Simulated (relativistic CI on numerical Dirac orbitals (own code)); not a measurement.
Calculated at this level of theory: Dirac-Coulomb-Breit CI, KLI orbitals optimised for each configuration, QED by a radiative potential, unscaled Slater integrals (own radial code, finite nucleus).

Configurations in the expansion (outside the closed core [Ar]): 3d10.4s, 3d10.4p, 3d10.4d, 3d10.4f, 3d10.5s, 3d10.5p, 3d10.5d, 3d10.5f, 3d10.5g, 3d10.6s, 3d10.6p, 3d9.4s2, 3d10.6d, 3d10.6f, 3d10.7s, 3d9.4s.4p, 3d10.8s, 3d9.4s.4d, 3d9.4s.4f, 3d9.4s.5s, 3d9.4s.5p, 3d9.4s.5d, 3d9.4s.5f. Double excitations out of closed p, d and f shells are left out; levels of such configurations are missing from the list, as are those of other unlisted configurations, and high levels can miss mixing partners.

At this charge energies of transitions that change n are usually good to better than 1 %, and those within a shell (Δn = 0) to a few per cent.

Outline of the computed level scheme of Cd XX. Lowest level of each configuration: 3d10.4s 2S_1/2 at 0.000 eV; 3d10.4p 2P°_1/2 at 40.748 eV; 3d10.4d 2D_3/2 at 116.780 eV; 3d10.4f 2F°_5/2 at 187.991 eV; 3d10.5s 2S_1/2 at 233.039 eV; 3d10.5p 2P°_1/2 at 251.659 eV; 3d10.5d 2D_3/2 at 285.838 eV; 3d10.5f 2F°_5/2 at 316.847 eV; 3d10.5g 2G_7/2 at 326.497 eV.

Some strong electric-dipole decays among the lowest 16 levels: 3d10.5g 2G_9/2 → 3d10.4f 2F°_7/2 (7.7e+11 s⁻¹); 3d10.5g 2G_7/2 → 3d10.4f 2F°_5/2 (7.5e+11 s⁻¹); 3d10.5s 2S_1/2 → 3d10.4p 2P°_3/2 (3.4e+11 s⁻¹); 3d10.5f 2F°_7/2 → 3d10.4d 2D_5/2 (2.5e+11 s⁻¹); 3d10.5f 2F°_5/2 → 3d10.4d 2D_3/2 (2.3e+11 s⁻¹); 3d10.5p 2P°_1/2 → 3d10.4d 2D_3/2 (1.8e+11 s⁻¹); 3d10.5p 2P°_1/2 → 3d10.4s 2S_1/2 (1.6e+11 s⁻¹); 3d10.5s 2S_1/2 → 3d10.4p 2P°_1/2 (1.6e+11 s⁻¹).

LS names give the leading component of a level, which can be under half, so a name can repeat, a term be missing and a line seem to break the LS rules.
